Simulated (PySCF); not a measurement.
H$_{6}$BNO$_{2}$Si (SMILES OB(O)N[SiH3]), singlet, at a GFN2-xTB geometry; HF/6-31G, polarisability by finite fields (PySCF).

PySCF was given this input:
```python
from pyscf import gto, scf

mol = gto.Mole()
mol.atom = '''
    Si    1.73564029    0.32382527    0.36573646
    N     0.38696513   -0.66633046   -0.09266546
    B    -0.94157810   -0.18002967   -0.19943805
    O    -1.14432465    1.13486494    0.07692494
    O    -2.01618031   -0.94854430   -0.55986719
    H     1.53352435    0.85705701    1.71418324
    H     1.92016479    1.40412475   -0.60503611
    H     2.86217394   -0.61786252    0.33141304
    H     0.55761516   -1.63721249   -0.29323210
    H    -2.05935074    1.40054974   -0.01294948
    H    -1.82991729   -1.86631378   -0.74530255
'''
mol.basis = '6-31g'
mol.verbose = 4
mol.build()

mf = scf.RHF(mol)
mf.conv_tol = 1e-11
mf.kernel()
h0, z, done = mf.get_hcore(), mol.intor('int1e_r')[2], []
def energy(F):
    f = mf.copy()
    f.scf_summary = {}
    f.get_hcore = lambda *a: h0 + F * z
    e = f.kernel(mf.make_rdm1())
    done.append(f.converged)
    return e
F = 0.02
alpha = -(energy(F) + energy(-F) - 2 * mf.e_tot) / F**2
print('alpha_zz =', alpha)
```

Task: What does PySCF print? Leave out banner, timings and long lists.

Result: 
```
PySCF version 2.14.0

[INPUT] verbose = 4
[INPUT] num. atoms = 11
[INPUT] num. electrons = 48
[INPUT] charge = 0
[INPUT] spin (= nelec alpha-beta = 2S) = 0
[INPUT] symmetry False subgroup None
[INPUT] Mole.unit = angstrom
[INPUT] Symbol           X                Y                Z      unit          X                Y                Z       unit  Magmom
[...]
nuclear repulsion = 222.736327898882
number of shells = 39
number of NR pGTOs = 158
number of NR cGTOs = 61
basis = 6-31g
ecp = {}

******** <class 'pyscf.scf.hf.RHF'> ********
method = RHF
initial guess = minao
damping factor = 0
level_shift factor = 0
DIIS = <class 'pyscf.scf.diis.CDIIS'>
diis_start_cycle = 1
diis_space = 8
diis_damp = 0
SCF conv_tol = 1e-11
SCF conv_tol_grad = None
SCF max_cycles = 50
direct_scf = True
direct_scf_tol = 1e-13
Set gradient conv threshold to 3.16228e-06
Initial guess from minao.
init E= -521.992858538159
[...]
cycle= 1 E= -521.196804266035  delta_E= 0.796  |g|= 0.616  |ddm|= 2.92
[...]
cycle= 2 E= -521.273025554426  delta_E= -0.0762  |g|= 0.31  |ddm|= 0.77
[...]
cycle= 3 E= -521.290816777626  delta_E= -0.0178  |g|= 0.0479  |ddm|= 0.235
[...]
cycle= 4 E= -521.29154753667  delta_E= -0.000731  |g|= 0.00812  |ddm|= 0.0784
[...]
cycle= 5 E= -521.291566282816  delta_E= -1.87e-05  |g|= 0.00297  |ddm|= 0.0123
[...]
cycle= 6 E= -521.291569127336  delta_E= -2.84e-06  |g|= 0.000499  |ddm|= 0.00461
[...]
cycle= 7 E= -521.291569283205  delta_E= -1.56e-07  |g|= 0.000111  |ddm|= 0.00118
[...]
cycle= 8 E= -521.291569290925  delta_E= -7.72e-09  |g|= 3.46e-05  |ddm|= 0.000255
[...]
cycle= 9 E= -521.291569291314  delta_E= -3.89e-10  |g|= 1.15e-05  |ddm|= 4.65e-05
[...]
cycle= 10 E= -521.291569291363  delta_E= -4.9e-11  |g|= 2.47e-06  |ddm|= 1.99e-05
[...]
cycle= 11 E= -521.291569291371  delta_E= -8.07e-12  |g|= 5.2e-07  |ddm|= 6.18e-06
[...]
Extra cycle  E= -521.291569291367  delta_E= 3.87e-12  |g|= 2.19e-07  |ddm|= 8.02e-07
converged SCF energy = -521.291569291367

******** <class 'pyscf.scf.hf.RHF'> ********
method = RHF
initial guess = minao
damping factor = 0
level_shift factor = 0
DIIS = <class 'pyscf.scf.diis.CDIIS'>
diis_start_cycle = 1
diis_space = 8
diis_damp = 0
SCF conv_tol = 1e-11
SCF conv_tol_grad = None
SCF max_cycles = 50
direct_scf = True
direct_scf_tol = 1e-13
Overwritten attributes  get_hcore  of <class 'pyscf.scf.hf.RHF'>
Set gradient conv threshold to 3.16228e-06
init E= -521.287596069304
[...]
cycle= 1 E= -521.293361443269  delta_E= -0.00577  |g|= 0.0198  |ddm|= 0.304
[...]
cycle= 2 E= -521.293605296736  delta_E= -0.000244  |g|= 0.00671  |ddm|= 0.0503
[...]
cycle= 3 E= -521.293630353609  delta_E= -2.51e-05  |g|= 0.00349  |ddm|= 0.0163
[...]
cycle= 4 E= -521.293633736662  delta_E= -3.38e-06  |g|= 0.000467  |ddm|= 0.0046
[...]
cycle= 5 E= -521.293633897732  delta_E= -1.61e-07  |g|= 0.0001  |ddm|= 0.00158
[...]
cycle= 6 E= -521.293633905235  delta_E= -7.5e-09  |g|= 4.15e-05  |ddm|= 0.000274
[...]
cycle= 7 E= -521.293633905955  delta_E= -7.2e-10  |g|= 1.1e-05  |ddm|= 7.57e-05
[...]
cycle= 8 E= -521.293633906028  delta_E= -7.32e-11  |g|= 1.87e-06  |ddm|= 3.47e-05
[...]
cycle= 9 E= -521.293633906035  delta_E= -7.16e-12  |g|= 8.04e-07  |ddm|= 4.79e-06
[...]
Extra cycle  E= -521.293633906034  delta_E= 1.25e-12  |g|= 4.31e-07  |ddm|= 1.22e-06
converged SCF energy = -521.293633906034

******** <class 'pyscf.scf.hf.RHF'> ********
method = RHF
initial guess = minao
damping factor = 0
level_shift factor = 0
DIIS = <class 'pyscf.scf.diis.CDIIS'>
diis_start_cycle = 1
diis_space = 8
diis_damp = 0
SCF conv_tol = 1e-11
SCF conv_tol_grad = None
SCF max_cycles = 50
direct_scf = True
direct_scf_tol = 1e-13
Set gradient conv threshold to 3.16228e-06
init E= -521.295542513438
[...]
cycle= 1 E= -521.301334313656  delta_E= -0.00579  |g|= 0.02  |ddm|= 0.31
[...]
cycle= 2 E= -521.301582550908  delta_E= -0.000248  |g|= 0.00679  |ddm|= 0.0512
[...]
cycle= 3 E= -521.301608454531  delta_E= -2.59e-05  |g|= 0.00351  |ddm|= 0.0165
[...]
cycle= 4 E= -521.301611982916  delta_E= -3.53e-06  |g|= 0.000471  |ddm|= 0.00462
[...]
cycle= 5 E= -521.301612143077  delta_E= -1.6e-07  |g|= 0.000114  |ddm|= 0.00161
[...]
cycle= 6 E= -521.301612150244  delta_E= -7.17e-09  |g|= 5.02e-05  |ddm|= 0.000241
[...]
cycle= 7 E= -521.301612151478  delta_E= -1.23e-09  |g|= 1.06e-05  |ddm|= 0.000102
[...]
cycle= 8 E= -521.301612151553  delta_E= -7.55e-11  |g|= 2.88e-06  |ddm|= 3.38e-05
[...]
cycle= 9 E= -521.301612151561  delta_E= -7.73e-12  |g|= 9.82e-07  |ddm|= 4.97e-06
[...]
Extra cycle  E= -521.301612151559  delta_E= 1.82e-12  |g|= 5.29e-07  |ddm|= 1.52e-06
converged SCF energy = -521.301612151559
alpha_zz = 30.268687148122808
```
